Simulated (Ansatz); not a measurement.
`[NH2][Al]([NH2])[F]` + HBr → `[NH2][Al]([F])[Br]` + NH₃ at 298.15 K and 1 bar (ligand exchange at the Al–N bond).

Calculated with Ansatz (gas phase, PBE0-D4/def2-TZVP geometries, no zero-point term in ΔE). CCSD(T)/CBS adds triple-zeta CCSD(T) − MP2 to the extrapolated MP2 energy (def2 sets, frozen cores). This one scheme is used for every species. For Br outer-core shells are correlated without core-valence functions, which leaves a few kJ/mol of doubt a bond. Scalar relativity is left out up to krypton. Each species was taken in one conformer, which may not be the lowest.

```
              species  CCSD(T)/CBS energy (Eh)  H − E (kJ/mol)  S (J/(mol·K))
`[NH2][Al]([NH2])[F]`               -453.78851           160.6          315.5
                  HBr              -2573.91920            24.6          198.6
 `[NH2][Al]([F])[Br]`              -2971.22802            95.6          328.6
                  NH₃                -56.50880           100.5          192.4
```

H − E and S are ideal-gas, rigid-rotor, harmonic terms from PBE0-D4/def2-TZVP, for one conformer and one mirror image of each species. 1 Eh = 2625.50 kJ/mol, R = 8.31446 J/(mol·K).

Problem. By hand: ΔE, ΔH, ΔS and ΔG.

Solution. ΔE = (-2971.22802) + (-56.50880) − (-453.78851) − (-2573.91920) = -0.02911 Eh = -76.4 kJ/mol. Δ(H − E) = 95.6 + 100.5 − 160.6 − 24.6 = 10.9, so ΔH = -65.5 kJ/mol. ΔS = 328.6 + 192.4 − 315.5 − 198.6 = 6.9 J/(mol·K). ΔG = -65.5 − 298.15 × (6.9)/1000 = -67.6 kJ/mol.

Problem. By hand: the equilibrium constant, and the temperature at which ΔG would vanish if ΔH and ΔS stayed fixed.

Solution. log₁₀ K = −ΔG/(RT ln 10) = 11.8. ΔH and −TΔS have one sign here, so there is no such temperature.

The number of gas molecules stays the same, so ΔS is small and ΔH decides. A doubt of 5 kJ/mol in ΔE shifts log₁₀ K by 0.9 here. Other conformers and mirror images would add mixing entropy, several J/(mol·K) or more a flexible species. These are equilibria of isolated gas molecules and say nothing of rates. Largest T1 diagnostic: 0.010 (customary marks: 0.02 for closed shells, 0.045 for open ones).

ΔS is within the doubt of such terms, so its sign, and with it that verdict, could turn.
